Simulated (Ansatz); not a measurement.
Cost and result for the atomization energy of C3H8GaN (13 atoms, 11 bonds).

```xyz
13

C     1.237    1.194    0.740
C    -0.097    0.602    1.192
Ga   -0.007   -1.467    1.338
C    -0.823   -0.908   -1.740
N    -1.079   -1.674   -0.766
H     1.256    2.290    0.769
H     1.493    0.903   -0.286
H     2.065    0.849    1.368
H    -0.917    0.944    0.549
H    -0.335    0.969    2.199
H    -0.927   -1.204   -2.786
H    -0.472    0.102   -1.530
H    -1.393   -2.600   -1.048
```

Total charge 0; spin multiplicity 1. Correlated methods include outer-core shells of Ga, which these sets cover unevenly. Scalar relativity is left out up to krypton. The bonds changed during the relaxation, so this is another structure than the one it started from. Geometry: relaxed with PBE0-D4/def2-TZVP. It is one conformer, not always the lowest. Program: Ansatz. All runs use 2 threads of an AMD EPYC 7R13 on a shared host and a share of an NVIDIA H100 80 GB. Times are those of one run each, without the atoms' runs, and a repeat can differ threefold. Electronic energies, without spin–orbit coupling; frozen cores. CCSD(T)/CBS adds CCSD(T) − MP2 in def2-TZVPP to the MP2 limit, and its time is that of the two runs behind it. T1 = 0.014; the RHF reference is unstable towards UHF. With those shells the extrapolation isn't a true limit. B3LYP takes the VWN-RPA correlation (the form of Gaussian; ORCA's B3LYP/G).

CCSD(T)/CBS is a level of theory with its own doubt, some kJ/mol a heavy atom from the limit and from the frozen cores, so smaller differences don't rank the functionals.

```json
{"level": "PBE0-D4/def2-TZVPP", "functions": "284", "wall time": "4.9 s"}
{"level": "B3LYP-D4/def2-TZVPP (with forces)", "functions": "284", "wall time": "5.5 s"}
{"level": "ωB97X-V/def2-TZVPP", "functions": "284", "wall time": "5.5 s"}
{"level": "B2PLYP/def2-TZVPP", "functions": "284", "wall time": "6 s"}
{"level": "r2SCAN-D4/def2-TZVPP (with forces)", "functions": "284", "wall time": "6 s"}
{"level": "PBE-D4/def2-TZVPP (with forces)", "functions": "284", "wall time": "6 s"}
{"level": "CCSD(T)/def2-TZVPP", "functions": "284", "wall time": "6.5 s"}
{"level": "ωB97M-V/def2-TZVPP (with forces)", "functions": "284", "wall time": "7.5 s"}
{"level": "MP2/def2-QZVPP", "functions": "557", "wall time": "8 s"}
{"level": "CCSD(T)/CBS(def2)", "functions": "–", "wall time": "15 s"}
```

(1) What atomization energy does each give, and how far from CCSD(T)/CBS? (Best estimate.)

Results:

(1) Ansatz gave: 
| level | atomization (kcal/mol) | difference from CCSD(T)/CBS | per bond |
| --- | --- | --- | --- |
| PBE0-D4/def2-TZVPP | 1116.7 | 3.0 | 0.3 |
| B3LYP-D4/def2-TZVPP (with forces) | 1117.1 | 3.4 | 0.3 |
| ωB97X-V/def2-TZVPP | 1113.2 | -0.5 | 0.0 |
| B2PLYP/def2-TZVPP | 1102.5 | -11.2 | -1.0 |
| r2SCAN-D4/def2-TZVPP (with forces) | 1112.3 | -1.4 | -0.1 |
| PBE-D4/def2-TZVPP (with forces) | 1138.2 | 24.5 | 2.2 |
| CCSD(T)/def2-TZVPP | 1087.2 | -26.5 | -2.4 |
| ωB97M-V/def2-TZVPP (with forces) | 1115.0 | 1.3 | 0.1 |
| MP2/def2-QZVPP | 1111.7 | -2.0 | -0.2 |
| CCSD(T)/CBS(def2) | 1113.7 | 0.0 | 0.0 |

In def2-TZVPP, CCSD(T) changes the Hartree–Fock value by +286.5 kcal/mol (the triples alone add +16.6 kcal/mol) and MP2 by +295.5 kcal/mol; breaking electron pairs costs correlation energy, which Hartree–Fock lacks. From PBE to PBE0 (25 % exact exchange), in def2-TZVPP and without D4, the atomization energy moves by −20.5 kcal/mol: exact exchange takes away binding that semilocal exchange gives to molecules. The D4 term adds +10.4 kcal/mol with B3LYP and +5.5 kcal/mol with PBE0; it sums over pairs of atoms, weighted by their polarisabilities, and B3LYP, whose exchange is more repulsive, gets the larger term.
